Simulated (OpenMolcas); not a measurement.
# Sb²⁺: effect of the active space

```yaml
Program: OpenMolcas
Method: CASSCF or its RAS form
Basis: ANO-RCC-VTZP
Scalar_Hamiltonian: DKH2, point nucleus
Spin-orbit_coupling: RASSI with atomic mean-field integrals over the reference wave functions, term energies averaged over their components
```

A. 3 electrons in 4 orbitals (5s 5p); 2S+1 = 4 odd, 1 root; 2S+1 = 2 odd, 11 roots; 2S+1 = 4 even, 3 roots; 2S+1 = 2 even, 9 roots; cost of the order of 28 core-seconds
B. 3 electrons in 8 orbitals (5s 5p 6s 6p); 2S+1 = 4 odd, 1 root; 2S+1 = 2 odd, 11 roots; 2S+1 = 4 even, 3 roots; 2S+1 = 2 even, 9 roots; cost of the order of 30 core-seconds
C. 3 electrons in 9 orbitals (RAS2 5s 5p; RAS3 5d, at most 2 electrons); 2S+1 = 4 odd, 1 root; 2S+1 = 2 odd, 11 roots; 2S+1 = 4 even, 3 roots; 2S+1 = 2 even, 9 roots; cost about 40 core-seconds

Energies in cm-1 above 5s2 5p 2P* 1/2, the measured ground level; measured values from Moore, Atomic Energy Levels, vol. III, NSRDS-NBS 35 (1971 reprint of NBS Circular 467, 1958).

| Level | A | B | C | Measured |
| --- | --- | --- | --- | --- |
| 5s2 5p 2P* 1/2 | 0.0 | 0.0 | 0.0 | 0.0 |
| 5s2 5p 2P* 3/2 | 5811 | 5855 | 5827 | 6576 |
| 5s 5p2 4P 1/2 | 49505 | 49897 | 51887 |  |
| 5s 5p2 4P 3/2 | 51960 | 52336 | 54344 |  |
| 5s 5p2 4P 5/2 | 55193 | 55567 | 57468 | 64356 |
| 5s 5p2 2D 3/2 | 81975 | 81229 | 73833 | 76523 |
| 5s 5p2 2D 5/2 | 82443 | 82366 | 74571 | 77792 |
| 5s 5p2 2S 1/2 | 96498 | 95515 | 94934 |  |

Deviations, from unrounded energies. A percentage is the sum of absolute deviations over the sum of measured energies, with the sign that they share, or ± where signs differ.

```
                  Against measurement  Levels      A      B      C
       mean absolute deviation (cm-1)       4   5000   4700   3400
fine structure of the ground term (%)       1  -11.6  -11.0  -11.4
             other configurations (%)       3   ±8.8   ±8.3   -5.9
```

C lies closest to measurement on these levels and A furthest from it. The largest miss of C in the table is 5s 5p2 4P 5/2, by -6900 cm-1. The ranking rests on the paired levels alone, and a cruder setting can come out closer through cancelling errors.

Among A to C the level of the table that moves most is 5s 5p2 2D 3/2, by 8100 cm-1 (lowest in C, highest in A).

Terms of s pⁿ other than that of highest spin mix with s² pⁿ⁻² d, which this space lacks; all of them can be thousands of cm-1 off, and some have no real level of that name (holds for A; B). The run also gave levels led by 5s2 6p, which use shells meant for correlation; these and all levels above them are left out (holds for B). Active for correlation alone: 5d; no level in the range computed is led by a configuration that fills it, so any true level of that kind is missing (holds for C). Some terms mix strongly with configurations of 5d, whose occupation reaches 0.18 (5s 5p2 2D) (holds for C). Measured partners are found by configuration, term and J. A level has none where our copy of the source lacks it or the pairing is in doubt (some pairs that miss far off the trend of their configuration count as doubtful), and it then counts in no deviation. Levels of configurations outside the active space are missing. Levels that lie high or do not pair safely by name in every column are left out.

* marks odd parity.
